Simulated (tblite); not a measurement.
C6H12OP2.
Cartesian coordinates in Å at the GFN2-xTB level; atoms count from 1:
```xyz
21
C6H12OP2 angstrom
C      3.3680   -0.3206   -0.4045
C      2.1860    0.0201   -0.8883
P      0.7283   -0.1640    0.1732
O      1.0039   -0.6897    1.5144
C     -0.0663    1.4971    0.1995
C     -1.4035    1.3614    0.9158
P     -2.5995    0.4192   -0.1552
C     -1.7652   -1.2408   -0.0318
C     -0.4427   -1.2122   -0.7868
H      3.4379   -0.6981    0.6039
H      4.2839   -0.2418   -0.9685
H      2.0496    0.4042   -1.8886
H     -0.1948    1.8874   -0.8115
H      0.6079    2.1586    0.7528
H     -1.8349    2.3465    1.1189
H     -1.2566    0.8388    1.8664
H     -3.5218    0.1750    0.8704
H     -1.5794   -1.4920    1.0174
H     -2.4380   -1.9907   -0.4592
H     -0.5713   -0.8291   -1.8006
H     -0.0004   -2.2123   -0.8380
```

Calculated harmonic vibrations of the isolated species, GFN2-xTB (tblite), most abundant isotopes, no scaling. The method is semi-empirical: single wavenumbers can be off by several per cent or more. Modes of hydrogen on phosphorus can be 10 to 20 % off. One conformer, not necessarily the lowest.

Harmonic wavenumbers (cm⁻¹): 68.5, 78.5, 155.4, 190.3, 192.6, 194.4, 274.4, 300.2, 303.6, 352.4, 379.1, 479.2, 539.7, 645.6, 671.8, 678.2, 708.4, 736.3, 796.9, 814.2, 820.2, 845.9, 851.1, 909.2, 913.8, 974.3, 1013.8, 1040.5, 1042.2, 1048.5, 1069.6, 1118.6, 1136.2, 1227.7, 1242.1, 1245.4, 1248.7, 1257.3, 1274.4, 1377.9, 1413.9, 1421.4, 1431.7, 1440.0, 1660.4, 2258.5, 2926.4, 2929.8, 2931.2, 2932.1, 2941.6, 2941.9, 2964.3, 2967.9, 3060.6, 3081.4, 3112.2.

A = 2479, B = 787.4, C = 730.4 MHz; mass 162.036 u (most abundant isotopes); point group Cs, symmetry number 1.

Task: Zero-point energy?

Result: Half the sum of the wavenumbers: 36316 cm⁻¹ = 434.44 kJ/mol.

Task: Entropy at 273.15 K, 1 bar (ideal gas, RRHO, classical rotation)?

Result: Translation 170.49, rotation 123.60, vibration 108.97: S = 403.1 J/(mol K).

Task: And Cp and H(273.15 K) − H(0)?

Result: Cp = 164.32 J/(mol K), of which vibrations give 131.06 (their classical limit is 57 R = 473.9); H(273.15 K) − H(0) = 26.00 kJ/mol without the zero-point energy, 16.92 from vibrations.

Task: Blend soft modes into free rotors: weight 1/[1 + (100 cm⁻¹/ν̃)⁴] for the oscillator and the rest for a rotor with moment μB/(μ + B), μ = h/(8π²ν), B = 10⁻⁴⁴ kg m². What vibrational entropy results?

Result: 103.79 J/(mol K) in place of 108.97, which changes −T·S at 273.15 K by +1.42 kJ/mol.

Task: Which modes carry the vibrational entropy at 273.15 K?

Result: 68.5 cm⁻¹: 16.84; 78.5 cm⁻¹: 15.72; 155.4 cm⁻¹: 10.21; 190.3 cm⁻¹: 8.63; 192.6 cm⁻¹: 8.54; 194.4 cm⁻¹: 8.47 J/(mol K); the other 51 give 40.56 together.

Task: How do the functions run with temperature in this model?

Result: 
```csv
T (K),S (J/(mol K)),Cp (J/(mol K)),H − H(0) (kJ/mol),G − H(0) (kJ/mol),ln q(vib)
150,325.4,102.1,9.67,-39.14,2.41
250,389.0,152.1,22.34,-74.93,5.03
298.15,418.0,177.4,30.27,-94.36,6.34
400,477.3,227.4,50.95,-139.98,9.19
600,584.5,301.1,104.32,-246.38,14.87
900,720.7,369.3,205.78,-442.85,23.04
```

q(vib) and H(0) count from the zero-point level.

Hindered rotation and anharmonicity are outside this model. Other conformers, if any are populated, would add a mixing term that is left out.
